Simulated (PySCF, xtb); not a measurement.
Ga(Br)(OH)2 (BrGaH₂O₂), SMILES [OH][Ga]([OH])[Br]. Other conformers were not sampled.

Harmonic wavenumbers (cm⁻¹) from GFN2-xTB in xtb at its own minimum, in rising order: 102, 133, 150, 295, 318, 327, 521, 560, 606, 624, 3609, 3642.

Problem. What does PBE-D3(BJ)/def2-SVP in PySCF give at its own minimum? (Estimate from the structure and the level; the computed values follow.)

Solution. 123, 159, 165, 298, 309, 340, 663, 713, 819, 852, 3715, 3728. Paired by order, the mean absolute difference is 85 cm⁻¹ and the zero-point energies are 15.6 and 17.0 kcal/mol.
